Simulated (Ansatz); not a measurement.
Ansatz results at the PBE0-D4/def2-TZVP geometry: HOMO–LUMO gap (PBE/def2-TZVPP) 4.80 eV; size of the dipole moment (B3LYP/def2-TZVPP) 0.91 D; size of the dipole moment (PBE/def2-TZVPP) 0.94 D.

Each molecule was computed in one conformer, which needn't be the lowest.

Question: Which molecule gave them?
A. `[F][Sn]([SiH3])([Cl])[Cl]`
B. `c1cc[c]([SnH2][c]2ccccc2)cc1`
C. `[F][SnH]([Cl])[GeH3]`
D. `[F][Sn]([F])([F])[SiH3]`

Answer: B. The others give `[F][Sn]([F])([F])[SiH3]`: 5.35, 5.58, 5.26; `[F][SnH]([Cl])[GeH3]`: 4.98, 3.76, 3.56; `[F][Sn]([SiH3])([Cl])[Cl]`: 4.68, 4.47, 4.25.

B3LYP here is the variant with VWN-RPA as its local correlation; programs differ in this.
